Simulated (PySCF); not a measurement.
Two species compared at the same levels of theory.

First species: C4H3FN2Si.
InChI=1S/C4H3FN2Si/c5-4(1-2-6)8-3-7/h1H,8H2/b4-1-

Second species: C₄H₆ClF₃Si.
InChI=1S/C4H6ClF3Si/c1-3(9-2-5)4(6,7)8/h1-2,9H2

Levels: CAM-B3LYP/def2-SVPD for dipole moment, HOMO energy, LUMO energy, HOMO–LUMO gap, static isotropic polarisability and electronic spatial extent ⟨r²⟩ about the centre of nuclear charge; TDDFT CAM-B3LYP/def2-SVPD for lowest singlet excitation; TDA CAM-B3LYP/def2-SVPD for lowest triplet excitation (Tamm–Dancoff); GFN2-xTB for rotational constant A and rotational constant C. Geometries: GFN2-xTB. All species are isolated and taken at one optimised geometry, non-relativistic unless stated. Electronic properties by PySCF.

The conformers computed, where there is a choice (atom-mapped SMILES and torsion angles):
- `[N:1]#[C:2]/[CH:3]=[C:4](/[F:5])[SiH2:6][C:7]#[N:8]`: C3–C4–Si6–C7 69°
- `[CH2:1]=[C:2]([SiH2:3][CH2:4][Cl:5])[C:6]([F:7])([F:8])[F:9]`: C1–C2–Si3–C4 10°, C2–Si3–C4–Cl5 -67°, C1–C2–C6–F7 15°

Problem. Which of the two has the higher LUMO energy, and by how much?

Solution. The second: -0.09 eV against -1.36 eV, a difference of 1.27 eV.

Problem. Which of the two has the higher rotational constant A, and by how much?

Solution. The second: 2.398 GHz against 1.763 GHz, a difference of 0.635 GHz.

Problem. Which of the two has the higher static isotropic polarisability, and by how much?

Solution. The second: 88.2 au against 78.2 au, a difference of 10.0 au.

Problem. Which has the higher HOMO–LUMO gap?

Solution. The second: 9.64 eV against 8.60 eV, a difference of 1.04 eV.

Problem. Which has the higher T1 energy?

Solution. The second: 4.28 eV against 3.47 eV, a difference of 0.81 eV.

Problem. Which has the higher ⟨r²⟩?

Solution. The second: 2000 bohr² against 1168 bohr², a difference of 832 bohr².

Problem. Which has the higher HOMO energy?

Solution. The second: -9.73 eV against -9.96 eV, a difference of 0.23 eV.

Problem. Which of the two has the higher S1 energy, and by how much?

Solution. The second: 6.69 eV against 5.87 eV, a difference of 0.82 eV.

On the first: The vertical singlet–triplet gap S1 − T1 is 2.40 eV (TDDFT singlet less Tamm–Dancoff triplet; S1: HOMO→LUMO, weight 0.94; T1: HOMO→LUMO, weight 0.92). The principal polarisabilities are 63.5, 78.5 and 92.7 au; their mean is the isotropic value.

On the second: S1 lies 2.95 eV below the HOMO–LUMO gap; its leading configuration is HOMO→LUMO, weight 0.54, beside HOMO−3→LUMO, weight 0.31. In wavenumbers S1 is 54000 cm⁻¹ (1 eV = 8065.54 cm⁻¹).
